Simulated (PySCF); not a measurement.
Si(Cl)2(GeH3)(OH) (Cl2GeH4OSi), SMILES O[Si](Cl)(Cl)[GeH3].

Geometry: PBE-D3(BJ)/def2-SVP. This is a generated structure with no PubChem entry under its InChIKey; it may be hypothetical. Other conformers were not sampled.

These are PBE-D3(BJ)/def2-SVP in PySCF values and carry that method's errors.

Frequencies are harmonic and unscaled.

Give all harmonic wavenumbers and intensities. (An estimate is asked for; the answer gives what the named calculation found.)


```
mode  ν (cm⁻¹)  IR (km/mol)  moving atoms (share of kinetic energy)
----  --------  -----------  --------------------------------------
1           83          2.1         Cl 62 %, Ge 16 %, H 9 %, Si 8 %
2           96          0.0                                  H 96 %
3          105          1.0        Cl 42 %, O 25 %, Ge 17 %, Si 9 %
4          178          3.5                Cl 62 %, Si 17 %, O 11 %
5          186         26.7                 H 62 %, Cl 17 %, O 14 %
6          194         17.5                O 39 %, Ge 32 %, Cl 20 %
7          290         80.2                 O 48 %, H 35 %, Cl 15 %
8          351         15.1       Cl 39 %, Si 28 %, O 15 %, Ge 11 %
9          454         34.9                          H 85 %, Cl 9 %
10         462         15.9                                  H 85 %
11         534        118.6                 Si 60 %, Cl 26 %, H 9 %
12         574        137.6                        Si 65 %, Cl 28 %
13         759        156.7                                  H 96 %
14         790        202.3                 H 61 %, O 28 %, Si 11 %
15         847         39.4                                  H 99 %
16         847         31.3                                  H 99 %
17         904         46.1                 O 39 %, Si 37 %, H 24 %
18        2086         50.4                                 H 100 %
19        2104         85.6                                  H 98 %
20        2106         79.8                                  H 98 %
21        3734         88.0                                  H 94 %
```
